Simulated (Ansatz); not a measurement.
[CuBr2]- (CuBr₂⁻), relaxed as a singlet with RKS PBE-D4/def2-TZVPD in Ansatz, starting from the GFN2-xTB geometry. Force threshold 0.02 eV/Å.

Start:

```xyz
3

Cu    0.000    0.000    0.000
Br    0.158    0.762    2.137
Br   -0.158   -0.763   -2.137
```

```
step   energy (eV)  largest force component (eV/Å)  SCF passes
   1  -184712.3278                           0.027          21
   2  -184712.3278                           0.010          15
```

Force components are those of the run's own axes.

End:

```
atom    x (Å)    y (Å)    z (Å)
 Cu1   0.0002   0.0001   0.0001
 Br2   0.1576   0.7619   2.1353
 Br3  -0.1577  -0.7619  -2.1353
```

By distances, no bond broke or formed. The bond that changes most is Cu1–Br3, from 2.27 to 2.27 Å (atoms count from 1).

No frequencies were taken in this run, so the end may be a saddle point.

Run time 3.5 s (2 threads of Arm Neoverse V2 on a shared host).
